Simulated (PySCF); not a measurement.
Electron correlation in Tc (technetium, neutral)

[Kr] 4d5 5s2, high-spin 6S determinant. All numbers are calculated (PySCF 2.14, scalar relativity through the core potential, in cc-pVDZ-PP with ECP28MDF). Frozen: 4s2 4p6; 7 electrons correlated.

MP2 pair energies summed by pair of shells (mhartree):

```json
{"pair": "4d-4d", "energy": "-42.78", "share (%)": "45.5"}
{"pair": "4d-5s", "energy": "-32.92", "share (%)": "35.0"}
{"pair": "5s-5s", "energy": "-18.27", "share (%)": "19.4"}
```

Total MP2 correlation energy: -93.96 mhartree.

Same-spin part -57.29 and opposite-spin part -36.67 mhartree; SCS-MP2 scales them by 1/3 and 6/5 to -63.11 mhartree.
